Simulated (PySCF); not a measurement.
**How the method changes the constants of MgTl⁻**

State: ³Σ⁻ (triplet), unpaired electrons π ↑↑. Set-up: PySCF, scalar-relativistic core potentials, basis sets Mg def2-SVPD, Tl def2-SVPD with ECP60. De refers to Mg + Tl⁻ in their high-spin ground configurations, without counterpoise correction. The functionals are run spin-unrestricted. A positive dipole points towards Tl; it is taken about the centre of mass and depends on that origin.

```
 Level  Re (Å)  ωe (cm⁻¹)  De (eV)  μ (D)  CPU s a point (SCF and correlation, without the integrals)
   PBE   2.872        177      n/a   5.58                                                        0.75
r²SCAN   2.820        190      n/a   5.22                                                         1.2
  PBE0   2.865        178      n/a   5.28                                                         1.2
 HSE06   2.869        178      n/a   5.23                                                         1.1
```

Question: What does a quarter of exact exchange do here, going from PBE to PBE0?

Answer: PBE0 less PBE: -0.7 pm in Re, +0.6 % in ωe. Exact exchange removes part of the self-interaction that spreads semilocal densities, and in most molecules shortens and stiffens the bond and lowers De; so it does here.

Spin–orbit coupling is left out, which matters for elements this heavy, above all for dissociation energies. The highest Kohn–Sham level is positive in this anion. Much of that is self-interaction error, but it also means that the finite basis helps to hold the extra electron. The state is the lowest determinant that a PBE0 search found; another state may lie lower at other levels.

The whole job (state search and all levels along the bond) took about 2.7 min on 1 thread of Arm Neoverse V1 (shared host), peak memory 0.71 GiB.
